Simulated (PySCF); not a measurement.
H6Te, SMILES [TeH6].

The structure is a stationary point at B3LYP-D3(BJ)/def2-TZVP. The def2 effective core potentials stand for the cores of Te; spin–orbit coupling is left out.

The numbers are results of B3LYP-D3(BJ)/def2-TZVP (PySCF 2.14.0), not measurements.

Frequencies are harmonic and unscaled.

Modes within 1.5 cm⁻¹ of each other (mostly degenerate sets) share a row, with their intensities summed.

| mode | ν (cm⁻¹) | IR (km/mol) | Raman (Å⁴/amu) | depolarisation | moving atoms (share of kinetic energy) |
|---|---|---|---|---|---|
| 1–3 | 856 | 0.0 | 0.0 | – | H 100 % |
| 4–6 | 934 | 733.2 | 0.0 | – | H 97 % |
| 7–9 | 1028 | 0.0 | 280.3 | 0.75 | H 100 % |
| 10–12 | 1740 | 1844.9 | 0.0 | – | H 99 % |
| 13–14 | 1756 | 0.0 | 1017.1 | 0.75 | H 100 % |
| 15 | 1918 | 0.0 | 698.3 | 0.00 | H 100 % |
